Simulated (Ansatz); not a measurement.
`C[O][Hf]([F])([Cl])[S]C` + H₂O → `C[S][Hf]([OH])([F])[Cl]` + CH₃OH  (formal hydrolysis of the Hf–O bond)

Isolated molecules relaxed with PBE0-D4/def2-TZVP in Ansatz; ΔE leaves out vibrations. CBS: MP2 limit from def2 TZ/QZ plus the TZ coupled-cluster correction, frozen cores. This one scheme is used for every species. Elements past krypton have def2 core potentials. For Hf outer-core shells are correlated without core-valence functions, which leaves a few kJ/mol of doubt a bond. Each species was taken in one conformer, which may not be the lowest.

```csv
species,MP2/def2-TZVPP energy (Eh)
`C[O][Hf]([F])([Cl])[S]C`,-1159.98729
H₂O,-76.32349
`C[S][Hf]([OH])([F])[Cl]`,-1120.78068
CH₃OH,-115.52185
```

(1) Work out ΔE.

Largest T1 diagnostic among the species: 0.015.

## Answers

(1) ΔE = (-1120.78068) + (-115.52185) − (-1159.98729) − (-76.32349) = 0.00825 Eh = +21.7 kJ/mol. CCSD(T)/CBS gives +17.4 kJ/mol.

In def2-TZVPP, CCSD(T) changes the Hartree–Fock value by +12.8 kJ/mol (the triples alone add +2.2 kJ/mol) and MP2 by +15.3 kJ/mol. The D4 term adds +4.8 kJ/mol with B3LYP and +3.0 kJ/mol with PBE0; it sums over pairs of atoms, weighted by their polarisabilities, and B3LYP, whose exchange is more repulsive, gets the larger term.

B3LYP here is the variant with VWN-RPA as its local correlation; programs differ in this.
